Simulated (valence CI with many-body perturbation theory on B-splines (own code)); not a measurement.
Ho43+ in brief

Computed by configuration interaction combined with many-body perturbation theory (CI+MBPT): six valence electrons over a frozen Dirac-Fock core [Ar], a basis of 7 s, 7 p, 8 d, 6 f, 4 g, 1 h functions for each j, with the one-electron correlation potential Σ1 (screened to all orders), the two-electron term Σ2, the three-electron term Σ3, Breit, model QED; selected single and double excitations, second order for the rest, scaled by the run's own slope (own B-spline code, finite nucleus).

No measured spectrum was set against this ion. As an estimate, large intervals hold to a few tenths of a per cent, small ones and those within an open d or f shell to about a per cent. Core correlation moves these levels by up to 11000 cm⁻¹, and in measured spectra 5 to 20 % of such shifts remained as error; rates that hang on mixing are uncertain with them. Among the levels kept, up to 1000 cm⁻¹ of a level comes from second order outside the variational space, and about a tenth of that is noise between levels of different J, which matters for small intervals. Only levels of the ground parity were solved; by the run's estimate the other parity begins above the list, which can be wrong where configurations are misplaced.

Levels are named by their leading jj configuration (3d3/2^4 stands for four electrons in 3d with j = 3/2), which in mixed levels can hold well under half, so a name can repeat and another be missing.

Rates and lifetimes use the calculated energies. Strong lines usually hold to 10 to 20 %, long lifetimes can be off by a factor of two.

(1) What is the ground level?

(2) How well does LS coupling describe the low levels?

(3) Name the longest-lived excited levels whose lifetime is computed, and their main decay.

(4) What is the ionisation energy?

Results:

(1) (3d3/2^4 3d5/2^2) J=4, composition 39 % 3d6 3F + 36 % 3d6 5D + 12 % 3d6 1G, g = 1.267.

(2) Among the lowest 20 levels the leading LS term, summed over configurations, holds 50 % on average. For single configurations the figures are 50 % in LS and 94 % in jj coupling. Terms mix most in the J = 3 level at 88.14 eV, where the leading one holds 27 %.

(3) (3d3/2^4 3d5/2^2) J=2 at 6.51 eV lives 80.0 s, mostly by E2 to (3d3/2^4 3d5/2^2) J=4; (3d3/2^4 3d5/2^2) J=0 at 20.63 eV lives 504 ms, mostly by E2 to (3d3/2^4 3d5/2^2) J=2; (3d3/2^3 3d5/2^3) J=6 at 45.87 eV lives 240 ms, mostly by E2 to (3d3/2^4 3d5/2^2) J=4.

(4) 3475.9 eV; NIST lists 3476 ± 4 eV (theoretical).
